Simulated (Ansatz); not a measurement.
`CC(Cl)B(F)F` → B• + 2 C• + Cl• + 2 F• + 4 H•  (atomization)

Computed with Ansatz on PBE0-D4/def2-TZVP structures; ΔE is electronic, products minus reactants. CBS: MP2 limit from def2 TZ/QZ plus the TZ coupled-cluster correction, frozen cores. This one scheme is used for every species, atoms too. DFT in def2-TZVPP. Open shells (•) are unrestricted, without spin–orbit coupling. Spin–orbit coupling would lower the free atoms: a little for B, C, Cl, F. One conformer a species, not always the lowest.

`CC(Cl)B(F)F`:

Z-matrix (Å, degrees):
```
C
C 1 1.509
H 1 1.094 2 109.5
H 1 1.091 2 111.0 3 -119.4
H 1 1.090 2 111.2 3 119.4
Cl 2 1.814 1 110.5 3 178.3
B 2 1.573 1 116.5 3 -67.6
H 2 1.090 1 111.7 3 62.0
F 7 1.318 2 121.2 1 -28.8
F 7 1.317 2 121.4 1 151.7
```

| level | ΔE (kJ/mol) |
| --- | --- |
| r2SCAN0-D4 | 4089.7 |
| revPBE | 4056.0 |
| r2SCAN0 | 4083.9 |
| MP2/def2-QZVPP | 4207.5 |

(1) What does CCSD(T)/CBS give? (Best estimate.)

Largest T1 diagnostic among the species: 0.014.

Answers

(1) Ansatz gave: +4123.2 kJ/mol. The listed levels differ from it by -33.5, -67.2, -39.3, 84.3 kJ/mol.

From PBE to PBE0 (25 % exact exchange), in def2-TZVPP and without D4, ΔE moves by −78.5 kJ/mol: exact exchange takes away binding that semilocal exchange gives to molecules. At CCSD(T), def2-SVP lies −163.2 kJ/mol from the extrapolated value and def2-TZVPP −94.1 kJ/mol: correlation converges slowly with the basis, and small sets miss more of it in the bonded molecule than in its fragments.

For atomizations the MP2-based limit and the directly extrapolated one differ by several kJ/mol either way, and by 10 to 25 for some Ge, Se and Sn compounds, so smaller differences from it don't rank the levels.
